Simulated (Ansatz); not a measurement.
`NB[SeH]`, charge 0, multiplicity 1.

**Question.** Give a relaxed structure at PBE0-D4/def2-TZVP (Ansatz 0.2.0). (Estimate.)

**Answer.** Computed: 
Cartesian coordinates in Å:
```
N 0.593 -1.063 0.000
B -0.108 0.105 0.272
Se -0.543 1.353 -1.170
H 0.829 -1.720 0.722
H 0.912 -1.336 -0.914
H -0.450 0.354 1.387
H -1.233 2.306 -0.297
```
Point group Cs.
